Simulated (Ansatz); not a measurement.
A nudged elastic band was laid between two geometries of FH + H4O2Sn (9 atoms, charge 0, multiplicity 1).

Theory: RKS PBE0-D4/def2-SVP in Ansatz.

| Property | Result |
| --- | --- |
| movable images | 5 |
| climbing image | yes |
| spring | 5.0 eV/Å² |
| optimiser | quadratic models (default) |
| start path | through a guess of the saddle point |
| force threshold | 0.05 eV/Å |
| iteration limit | 60 |
| end points | relaxed |

First end point:

```xyz
9
Properties=species:S:1:pos:R:3
Sn -0.388 -0.016 0.294
H -0.759 -0.209 1.940
O 1.635 -0.211 0.184
H 1.955 -0.462 -0.690
H -0.948 1.266 -0.664
O -0.995 -1.598 -0.741
H -0.860 -2.430 -0.274
F 1.249 1.902 1.250
H 1.741 1.179 0.834
```

Last end point:

```xyz
9
Properties=species:S:1:pos:R:3
Sn 0.246 0.435 -0.731
H -0.506 -0.564 3.125
O 1.921 0.033 -1.666
H 2.398 -0.706 -1.267
H -0.697 1.481 -1.672
O -0.591 -1.241 -0.134
H -0.661 -1.253 0.831
F 0.689 1.279 0.965
H -0.170 -0.041 2.682
```

(1) What changes between the two ends?

(2) What energy profile does the band end with?

(3) What is the geometry of the highest image?

(4) What are the harmonic wavenumbers there?

## Answers

(1) Bonds broken: Sn1–H2, F8–H9. Bonds formed: Sn1–F8, H2–H9. FH + H4O2Sn becomes FH3O2Sn + H2.

(2) The forces met the threshold. The highest image is number 3 of 0 to 6, 149.7 kJ/mol above the first end and 124.5 kJ/mol above the last; the last end lies 25.2 kJ/mol above the first. A vibrational analysis at the climbing image gives one clearly imaginary mode, 1028i cm⁻¹: a first-order saddle point. The orbitals stay closed-shell, which can raise the energy where a bond breaks towards radicals; this wasn't checked here.

```
image  path coordinate (Å)  energy (kJ/mol)  Sn1–H2 (Å)  F8–H9 (Å)  Sn1–F8 (Å)
    0                 0.00              0.0        1.70       0.97        2.70
    1                 1.21             42.2        1.71       0.93        2.75
    2                 2.42             64.4        1.74       0.93        2.72
    3                 3.64            149.7        2.05       1.20        2.16
    4                 4.69             55.4        2.78       1.89        1.96
    5                 5.75             29.4        3.60       2.17        1.95
    6                 6.81             25.2        4.05       2.33        1.95
```

(3) 
```xyz
9
Properties=species:S:1:pos:R:3
Sn 0.180 0.229 -0.121
H -0.487 0.050 1.805
O 1.959 -0.012 -0.911
H 2.076 -0.950 -1.115
H -0.818 1.403 -0.832
O -0.420 -1.649 -0.343
H -1.047 -1.925 0.335
F 1.013 1.495 1.419
H 0.173 0.781 1.898
```

(4) 1028i, 59, 158, 182, 206, 284, 318, 506, 606, 616, 629, 656, 843, 910, 949, 1200, 1660, 1956, 2001, 3865, 3896 cm⁻¹.

Run time: 4.6 min on 2 threads of Arm Neoverse V1, on a shared host, peak memory 0.22 GiB.
